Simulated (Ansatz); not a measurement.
```xyz
16

C    -1.771   -0.915   -0.669
N    -0.920   -0.054    0.108
C    -1.677    0.709    1.065
Y     1.212    0.073   -0.137
N     2.356    1.415    1.101
N     2.193   -1.142   -1.623
H    -1.188   -1.493   -1.397
H    -2.318   -1.642   -0.046
H    -2.531   -0.355   -1.240
H    -1.021    1.363    1.654
H    -2.218    0.068    1.781
H    -2.431    1.356    0.588
H     3.359    1.558    1.075
H     2.008    2.030    1.827
H     3.185   -1.166   -1.828
H     1.761   -1.803   -2.258
```

Charge 0, multiplicity 1. Y takes the def2 core potential.

**Question.** List the PBE0/def2-TZVPP orbital energies in eV (Ansatz). (An estimate is asked.)

**Answer.** Computed: Occupied: -390.04, -389.61, -389.61, -278.33, -278.33, -50.29, -28.66, -28.63, -28.62, -24.06, -21.85, -21.66, -19.37, -16.40, -12.47, -12.22, -12.20, -12.17, -12.00, -10.51, -9.93, -9.42, -8.85, -7.99, -6.62, -6.44, -5.64. Lowest empty: -1.14, 0.44, 0.48, 0.49, 0.80, 1.21, 1.27, 1.61.
